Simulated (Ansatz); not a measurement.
C4H12F2N2Si (`CN(C)[Si](F)(F)N(C)C`), one more setting.

```yaml
crystal:
  periodic: [false, false, false]
  atoms:
    - {symbol: C, position_ang: [-1.692268, -1.098136, 0.288769]}
    - {symbol: N, position_ang: [-1.249627, 0.242062, 0.597938]}
    - {symbol: C, position_ang: [-2.328368, 1.141591, 0.938977]}
    - {symbol: Si, position_ang: [0.386343, 0.604350, 0.807746]}
    - {symbol: F, position_ang: [1.021761, 0.117706, 2.186728]}
    - {symbol: F, position_ang: [0.467306, 2.194070, 0.899406]}
    - {symbol: N, position_ang: [1.330294, -0.099005, -0.403023]}
    - {symbol: C, position_ang: [2.675668, -0.586745, -0.199866]}
    - {symbol: C, position_ang: [0.943811, -0.035762, -1.793812]}
    - {symbol: H, position_ang: [-2.208099, -1.561435, 1.140140]}
    - {symbol: H, position_ang: [-2.388799, -1.092188, -0.559404]}
    - {symbol: H, position_ang: [-0.843081, -1.730002, 0.023283]}
    - {symbol: H, position_ang: [-2.877459, 0.796534, 1.825092]}
    - {symbol: H, position_ang: [-1.945608, 2.141032, 1.141939]}
    - {symbol: H, position_ang: [-3.045259, 1.213497, 0.111386]}
    - {symbol: H, position_ang: [2.786864, -1.594356, -0.619804]}
    - {symbol: H, position_ang: [2.910114, -0.636070, 0.862770]}
    - {symbol: H, position_ang: [3.417814, 0.059796, -0.686674]}
    - {symbol: H, position_ang: [1.002198, -1.027850, -2.259559]}
    - {symbol: H, position_ang: [-0.082655, 0.321985, -1.889905]}
    - {symbol: H, position_ang: [1.594349, 0.639324, -2.365328]}
basis:
  gaussian: {orbitals: aug-cc-pVTZ}
hamiltonian: {xc: {name: wB97X}}
accuracy: high
scf: {lower_state_search: full}
output: {forces: true}
```

```sh
$ ansatz run in.yaml --threads 5 --pin off --events-out ev --progress --plain --max-ram 66560MiB --backend cuda --devices 0, --max-vram 37GiB
```

Output, abridged:

```
Functional definition: wB97X
10459 factors; integrals over basis functions are off by at most 2.0e-8 eV
1161 factors; integrals over basis functions are off by at most 2.2e-9 eV
mean field evaluation 1: about -20631.0312 eV, gradient 7.6e1 eV
mean field evaluation 2: about -20631.2775 eV, gradient 7.6e1 eV
mean field evaluation 4: about -20642.3018 eV, gradient 5.7e0 eV
mean field evaluation 8: about -20642.3836 eV, gradient 4.6e-1 eV
mean field evaluation 16: about -20642.3842 eV, gradient 1.4e-4 eV
mean field -20642.38416418 eV, -758.5936261230 hartree, gradient 2.6e-8 eV, S^2 0.000000; 0 other end points of the search recorded, 0 dependent functions left out
reference -20642.38415605 eV, -758.5936258244 hartree; 41, 41 occupied and 653, 653 virtual orbitals, 10459 factors
Total energy: -20642.38415605 eV, -758.5936258244 hartree
Atom 0 at    -1.692268    -1.098136     0.288769 Å, force    -0.077519    -0.178404    -0.039249 eV/Å
Atom 1 at    -1.249627     0.242062     0.597938 Å, force    -0.015564     0.009280     0.005937 eV/Å
Atom 2 at    -2.328368     1.141591     0.938977 Å, force    -0.162463     0.115924     0.049901 eV/Å
Atom 3 at     0.386343     0.604350     0.807746 Å, force    -0.143458    -0.220598    -0.293435 eV/Å
Atom 4 at     1.021761     0.117706     2.186728 Å, force     0.166734    -0.122903     0.376928 eV/Å
Atom 5 at     0.467306     2.194070     0.899406 Å, force     0.031636     0.428180     0.029501 eV/Å
Atom 6 at     1.330294    -0.099005    -0.403023 Å, force     0.018789    -0.005024    -0.000479 eV/Å
Atom 7 at     2.675668    -0.586745    -0.199866 Å, force     0.193676    -0.067468     0.014436 eV/Å
Atom 8 at     0.943811    -0.035762    -1.793812 Å, force    -0.036761     0.002563    -0.195079 eV/Å
Atom 9 at    -2.208099    -1.561435     1.140140 Å, force     0.031245     0.033067    -0.050256 eV/Å
Atom 10 at    -2.388799    -1.092188    -0.559404 Å, force     0.039141     0.005257     0.047131 eV/Å
Atom 11 at    -0.843081    -1.730002     0.023283 Å, force    -0.045576     0.011854     0.005861 eV/Å
Atom 12 at    -2.877459     0.796534     1.825092 Å, force     0.037068     0.015474    -0.052988 eV/Å
Atom 13 at    -1.945608     2.141032     1.141939 Å, force    -0.024225    -0.039315    -0.008061 eV/Å
Atom 14 at    -3.045259     1.213497     0.111386 Å, force     0.046111    -0.005592     0.048257 eV/Å
Atom 15 at     2.786864    -1.594356    -0.619804 Å, force    -0.010377     0.060996     0.025737 eV/Å
Atom 16 at     2.910114    -0.636070     0.862770 Å, force    -0.002585    -0.001786    -0.046681 eV/Å
Atom 17 at     3.417814     0.059796    -0.686674 Å, force    -0.049687    -0.035070     0.027090 eV/Å
Atom 18 at     1.002198    -1.027850    -2.259559 Å, force    -0.001304     0.053256     0.030728 eV/Å
Atom 19 at    -0.082655     0.321985    -1.889905 Å, force     0.041651    -0.017966    -0.014190 eV/Å
Atom 20 at     1.594349     0.639324    -2.365328 Å, force    -0.036531    -0.041725     0.038911 eV/Å
Dipole moment:    -0.192563    -0.296378    -0.395439 e Å
```

It took 48 s on 5 threads of an AMD EPYC 7R13 on a shared host and a share of an NVIDIA H100 80 GB, with 3.3 GiB of host memory at the peak.
